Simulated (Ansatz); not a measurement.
This geometry of F3HSZr + H2 (8 atoms, charge 0, multiplicity 1) is a first-order saddle point.

Computed with RKS PBE-D4/def2-SVP (Ansatz).

```xyz
8
Properties=species:S:1:pos:R:3
Zr -0.586 -0.030 -0.651
S 0.535 -0.301 1.900
F 0.167 -1.727 -1.109
F -2.325 0.084 0.125
F -0.826 0.773 -2.370
H 0.797 0.823 0.889
H 0.654 1.396 -0.188
H 1.583 -1.018 1.403
```

**Question.** Which two structures does it join? (They come from a converged band through this point; their orientation in space is the band's.)

**Answer.** Bonds broken: H6–H7. Bonds formed: Zr1–H7, S2–H6. F3HSZr + H2 becomes F3H3SZr.

Image 0:

```xyz
8
Properties=species:S:1:pos:R:3
Zr -0.498 -0.484 -0.425
S 0.876 -0.957 1.565
F -0.922 -2.172 -1.198
F -2.167 0.294 0.078
F 0.520 0.397 -1.782
H 0.262 1.805 0.788
H -0.059 2.192 0.200
H 1.987 -1.074 0.774
```

Image 6:

```xyz
8
Properties=species:S:1:pos:R:3
Zr -0.571 0.000 -0.943
S 0.490 -0.534 1.777
F 0.054 -1.807 -1.107
F -2.094 0.411 0.149
F -1.087 0.500 -2.711
H 0.582 0.772 2.158
H 0.821 1.234 -0.739
H 1.804 -0.576 1.416
```

**Question.** How far does it lie above each of them?

**Answer.** 22.0 kcal/mol above the first and 3.3 kcal/mol above the second. This is the barrier of this one path; another mechanism may lie lower. The orbitals stay closed-shell, which can raise the energy where a bond breaks towards radicals; this wasn't checked here.

The run took 2.8 min on 2 threads of Arm Neoverse V1, on a shared host, peak memory 0.16 GiB.
